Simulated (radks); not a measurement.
Spherical jellium clusters: N electrons in a uniform positive sphere of charge N and radius rs N^(1/3), rs = 4.84 bohr. Method: non-relativistic Kohn-Sham, LDA (Slater exchange, Perdew-Wang correlation), spin-polarised, spherical densities; computed with a radial shooting solver with Libxc functionals. Levels are named by radial order and angular momentum (1s, 1p, 1d, 2s, ...), and open shells are averaged over m. Each electron was tried in the lowest free levels, single moves between levels near the top were tried too, and the lowest total energy was kept; such a search can miss a lower state. Energies include the self-energy of the background; IP and EA are vertical (highest electron removed, lowest free level filled), at fixed background; spill-out counts the electrons outside the background radius R, and alpha is the static dipole polarisability from linear response (closed shells only). A dash means not computed or, for alpha, an open shell; in EA it means that no bound solution was reached, which is typical of self-interaction and does not show that the anion is unstable. Real open-shell clusters deform, which this model forbids.

N        open shells  2S  E/N (eV)  E(N+1) + E(N-1) - 2E(N) (eV)  IP (eV)  spill-out (e)
1   1s(up 1, down 0)   1    -1.335                             -        -           0.32
2               none   0    -1.671                         0.799    4.548           0.47
3   1p(up 1, down 0)   1    -1.517                        -0.514    3.436           0.73
4   1p(up 2, down 0)   2    -1.568                        -0.339    3.836           0.87
5   1p(up 3, down 0)   3    -1.667                         0.263    4.048           0.97
6   1p(up 3, down 1)   2    -1.689                        -0.278    3.678           1.10
7   1p(up 3, down 2)   1    -1.744                        -0.198    3.889           1.20
8               none   0    -1.810                         0.850    4.023           1.29
9   1d(up 1, down 0)   1    -1.767                        -0.203    3.116           1.44
10  1d(up 2, down 0)   2    -1.753                        -0.170    3.294           1.55
11  1d(up 3, down 0)   3    -1.757                        -0.143    3.432           1.65
12  1d(up 4, down 0)   4    -1.773                        -0.121    3.541           1.74
13  1d(up 5, down 0)   5    -1.795                         0.277    3.630           1.82
14  1d(up 5, down 1)   4    -1.794                        -0.132    3.322           1.91
15  1d(up 5, down 2)   3    -1.802                        -0.113    3.433           2.00
16  1d(up 5, down 3)   2    -1.817                        -0.097    3.524           2.08
17  1d(up 5, down 4)   1    -1.835                        -0.085    3.600           2.15
18              none   0    -1.856                         0.174    3.664           2.22
19  2s(up 1, down 0)   1    -1.865                         0.189    3.470           2.36
20              none   0    -1.864                         0.205    3.276           2.54
21  1f(up 1, down 0)   1    -1.854                        -0.091    3.079           2.62
22  1f(up 2, down 0)   2    -1.848                        -0.082    3.154           2.69
23  1f(up 3, down 0)   3    -1.847                        -0.075    3.221           2.75
24  1f(up 4, down 0)   4    -1.849                        -0.069    3.280           2.81
25  1f(up 5, down 0)   5    -1.853                        -0.063    3.333           2.87
26  1f(up 6, down 0)   6    -1.860                        -0.058    3.381           2.92
27  1f(up 7, down 0)   7    -1.868                         0.238    3.424           2.98
28  1f(up 7, down 1)   6    -1.867                        -0.067    3.171           3.04
29  1f(up 7, down 2)   5    -1.869                        -0.061    3.228           3.10
30  1f(up 7, down 3)   4    -1.872                        -0.056    3.280           3.17
31  1f(up 7, down 4)   3    -1.877                        -0.052    3.326           3.22
32  1f(up 7, down 5)   2    -1.883                        -0.048    3.369           3.28
33  1f(up 7, down 6)   1    -1.891                        -0.045    3.407           3.34
34              none   0    -1.899                         0.286    3.442           3.39
35  2p(up 1, down 0)   1    -1.899                        -0.031    3.147           3.52
36  2p(up 2, down 0)   2    -1.899                             -    3.181           3.65

All shells are closed at N = 2, 8, 18, 20, 34 (there: 1s2 1p6 1d10 2s2 1f14); the second difference of the energy has clear peaks (12 % above both neighbours; the first and last values, which can be the largest, are not judged, and half-filled shells can peak too) at N = 5, 8, 13, 27, 34.
